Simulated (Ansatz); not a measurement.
Consider the redistribution: `C[O][Ga]([OH])[SH]` + `C[CH2][In]([F])[F]` → `C[O][Ga]([F])[SH]` + `C[CH2][In]([OH])[F]`.

Program: Ansatz. Geometries: PBE0-D4/def2-TZVP. ΔE: electronic, gas phase. CBS: MP2 limit from def2 TZ/QZ plus the TZ coupled-cluster correction, frozen cores. DFT in def2-TZVPP. B3LYP here is the variant with VWN-RPA as its local correlation; programs differ in this. Elements past krypton have def2 core potentials. For Ga, In outer-core shells are correlated without core-valence functions, which leaves a few kJ/mol of doubt a bond. Scalar relativity is left out up to krypton. Each species was taken in one conformer, which may not be the lowest.

```csv
level,ΔE (kcal/mol),difference from CCSD(T)/CBS
PBE-D4,2.8,0.3
r2SCAN-D4,2.8,0.3
PBE0-D4,2.9,0.4
B3LYP-D4,3.0,0.5
ωB97X-V,2.8,0.3
ωB97M-V,2.6,0.1
B2PLYP,2.2,-0.3
PBE,2.5,0.0
r2SCAN,2.7,0.2
PBE0,2.7,0.2
B3LYP,2.4,-0.1
HF/def2-TZVPP,2.8,0.3
MP2/def2-TZVPP,1.9,-0.6
SCS-MP2/def2-TZVPP,1.9,-0.6
CCSD/def2-TZVPP,2.1,-0.4
CCSD(T)/def2-TZVPP,2.0,-0.5
HF/def2-QZVPP,2.8,0.3
MP2/def2-QZVPP,2.2,-0.3
SCS-MP2/def2-QZVPP,2.1,-0.4
HF/CBS(def2),2.8,0.3
MP2/CBS(def2),2.4,-0.1
CCSD/CBS(def2),2.6,0.1
CCSD(T)/CBS,2.5,0
```

Largest T1 diagnostic among the species: 0.015.

In def2-TZVPP, CCSD(T) changes the Hartree–Fock value by −0.8 kcal/mol (the triples alone add −0.1 kcal/mol) and MP2 by −0.9 kcal/mol.

CCSD(T)/CBS has its own doubt, a few kJ/mol and more with outer-core shells, so smaller differences from it don't rank the levels.
